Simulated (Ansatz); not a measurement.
Z-matrix (Å, degrees):
```
Si
N 1 1.715
O 1 1.637 2 113.3
H 1 1.487 2 109.9 3 -120.2
H 1 1.481 2 107.5 3 118.0
Al 2 1.786 1 128.6 3 -99.0
H 2 1.012 1 114.9 3 80.0
Si 3 1.631 1 147.1 2 -83.9
H 6 1.583 2 117.6 1 179.9
H 6 1.580 2 117.8 1 -0.4
H 8 1.486 3 109.9 1 94.3
H 8 1.488 3 110.5 1 -25.8
H 8 1.483 3 109.0 1 -146.0
```

Total charge 0; spin multiplicity 1.

(1) List the CAM-B3LYP/def2-TZVPP orbital energies in eV (Ansatz 0.2.0). (An estimate is asked.)

Results:

(1) Ansatz gave: Occupied: -1801.52, -1801.44, -1526.26, -522.40, -390.87, -145.95, -145.93, -114.33, -101.31, -101.29, -101.28, -101.26, -101.24, -101.24, -75.07, -74.88, -74.86, -29.32, -24.79, -18.10, -15.81, -14.68, -13.80, -13.29, -12.99, -12.18, -11.26, -10.88, -10.31, -10.15, -9.92, -9.55. Lowest empty: -0.10, 0.99, 1.37, 2.01, 2.42, 2.56, 2.74, 2.85.
